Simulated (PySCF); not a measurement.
CH₅F₃Si₂, SMILES [SiH2](F)C([SiH3])(F)F. Atoms are numbered in the order given.

```xyz
11

F     -2.4705    -0.4196     0.5775
Si    -1.3419    -0.2170    -0.5742
C      0.3638     0.0609     0.2551
F      0.2626     1.1753     1.0847
F      0.6256    -1.0331     1.0768
Si     1.9220     0.3202    -0.8565
H     -1.6821     0.9812    -1.3755
H     -1.2740    -1.4439    -1.4011
H      2.1026    -0.8815    -1.7113
H      3.0833     0.5108     0.0450
H      1.7063     1.5186    -1.7080
```

Geometry: TPSSh-D3(BJ)/def2-SVP. The structure was generated by enumeration, and PubChem lists no compound with its InChIKey, so it may never have been made. The values are those of a single conformer.

Method: ωB97X/def2-TZVP (PySCF).

Estimate the frontier levels, gap, dipole moment and polarisability. (An estimate is asked for; the answer gives what the named calculation found.)


```
Quantity                                                                                                        Value
---------------------------------------------------------------------------------------------  ----------------------
highest occupied level                                                                                      -10.69 eV
lowest empty level                                                                                            1.19 eV
orbital gap                                                                                                  11.87 eV
dipole moment                                                                                                  2.95 D
quadrupole, principal values (traceless, Buckingham form, about the centre of nuclear charge)  -1.39, -0.82, 2.21 D·Å
mean static polarisability                                                                       63.2 bohr³ (9.37 Å³)
polarisability, principal values                                                               59.7, 59.9, 70.1 bohr³
```
